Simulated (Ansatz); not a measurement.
(AlN)n: PBE0-D4/def2-TZVP single points in Ansatz on relaxed structures, gas phase. Each cluster is the lowest isomer that a short search found in that spin, judged at the geometry's level, and lower ones may exist. Binding counts from free atoms in the multiplicity of their measured ground term, without zero-point energy. Singlets are spin-restricted. A dash marks a value that wasn't run or was left out as unsound. The structures are stationary points that may keep the symmetry of their start. Remarks come from the PBE and PBE0 runs and from stability tests at other levels; not every state was tested. HOMO above LUMO (over both spins in singlets and doublets, within one spin in higher multiplets; at PBE or PBE0), or a gap under 0.15 eV within one spin, warns that the state may not be the lowest or that an electron is smeared out.

```
species  atoms    state           geometry  HOMO (eV)  LUMO (eV)  gap (eV)  vertical IE (eV)  vertical triplet (eV)  binding per atom (eV)  lowest of the spins relaxed  point group (within 0.1 Å)                                                                                                                                                                     remarks
  Al5N5     10  singlet  B3LYP-D4/def2-SVP      -7.10      -3.00      4.11              8.58                   2.68                   3.65                            –                         D5h  gap within one spin near zero at PBE or PBE0 (+1 doublet), HOMO above LUMO (+1 doublet), gap within one spin near zero at PBE or PBE0 (triplet), HOMO above LUMO (triplet)
  Al6N6     12  singlet    PBE-D4/def2-SVP      -5.51      -2.85      2.66              6.90                   1.16                   3.83                            –                           –                                                                                                                                               restricted SCF unstable in HF
```

Estimate the rows for Al2N2 (singlet, PBE0-D4/def2-TZVP geometry).


```csv
species,atoms,state,geometry,HOMO (eV),LUMO (eV),gap (eV),vertical IE (eV),vertical triplet (eV),binding per atom (eV),lowest of the spins relaxed,point group (within 0.1 Å)
Al2N2,4,singlet,PBE0-D4/def2-TZVP,-6.33,-2.21,4.12,8.12,–,3.03,"singlet, of singlet/triplet/quintet",D2h
```

The gap (eV) runs from 2.66 (Al6N6) to 4.12 (Al2N2). The vertical IE (eV) runs from 6.90 (Al6N6) to 8.58 (Al5N5). The binding per atom (eV) runs from 3.03 (Al2N2) to 3.83 (Al6N6).
